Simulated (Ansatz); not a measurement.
Reactions of FH$_{7}$N$_{2}$O$_{2}$Si$_{2}$, SMILES `N[SiH](O)O[SiH](N)F`.

Gas-phase electronic energies from Ansatz, PBE0-D4/def2-TZVP geometries. CCSD(T)/CBS is the MP2 limit (def2-TZVPP, def2-QZVPP) plus CCSD(T) − MP2 in def2-TZVPP, frozen cores. This one scheme is used for every species. Functionals use def2-TZVPP. B3LYP here is the variant with VWN-RPA as its local correlation; programs differ in this. For Br outer-core shells are correlated without core-valence functions, which leaves a few kJ/mol of doubt a bond. Scalar relativity is left out up to krypton. One conformer a species, not always the lowest.

```json
{"reaction": "`N[Si@H](F)O[Si@@H](N)O` + `N[SiH](F)S` → `N[Si@@H](F)S[Si@@H](N)F` + `N[SiH](O)O`", "ωB97M-V (kcal/mol)": "15.7", "ωB97X-V (kcal/mol)": "15.8", "CCSD/CBS(def2) (kcal/mol)": "17.0", "B3LYP-D4 (kcal/mol)": "16.6"}
{"reaction": "`N[Si@H](F)O[Si@@H](N)O` + HBr → `N[SiH](O)Br` + `N[SiH](O)F`", "ωB97M-V (kcal/mol)": "7.0", "ωB97X-V (kcal/mol)": "7.2", "CCSD/CBS(def2) (kcal/mol)": "7.4", "B3LYP-D4 (kcal/mol)": "8.3"}
{"reaction": "`N[Si@H](F)O[Si@@H](N)O` + HBr → `N[SiH](F)Br` + `N[SiH](O)O`", "ωB97M-V (kcal/mol)": "8.9", "ωB97X-V (kcal/mol)": "9.0", "CCSD/CBS(def2) (kcal/mol)": "9.4", "B3LYP-D4 (kcal/mol)": "10.3"}
{"reaction": "`N[Si@H](F)O[Si@@H](N)O` + `N[SiH2]N[SiH](N)O` → `N[Si@H](O)N[Si@@H](N)F` + `N[SiH2]O[SiH](N)O`", "ωB97M-V (kcal/mol)": "0.0", "ωB97X-V (kcal/mol)": "0.2", "CCSD/CBS(def2) (kcal/mol)": "1.0", "B3LYP-D4 (kcal/mol)": "0.3"}
{"reaction": "`N[Si@H](F)O[Si@@H](N)O` + `[SiH3]S` → `N[SiH](O)S[SiH3]` + `N[SiH](O)F`", "ωB97M-V (kcal/mol)": "14.9", "ωB97X-V (kcal/mol)": "15.0", "CCSD/CBS(def2) (kcal/mol)": "15.9", "B3LYP-D4 (kcal/mol)": "15.7"}
{"reaction": "`N[Si@H](F)O[Si@@H](N)O` + `N[SiH](O)F` → `N[Si@@H](F)O[Si@@H](N)F` + `N[SiH](O)O`", "ωB97M-V (kcal/mol)": "1.6", "ωB97X-V (kcal/mol)": "1.5", "CCSD/CBS(def2) (kcal/mol)": "1.3", "B3LYP-D4 (kcal/mol)": "1.5"}
```

Problem. Give the CCSD(T)/CBS values in the same order. (Best estimate.)

Solution. Ansatz gave: 16.0, 7.1, 9.0, 0.5, 14.9, 1.4 kcal/mol.

Largest T1 diagnostic: 0.011, for `N[Si@@H](F)S[Si@@H](N)F`.
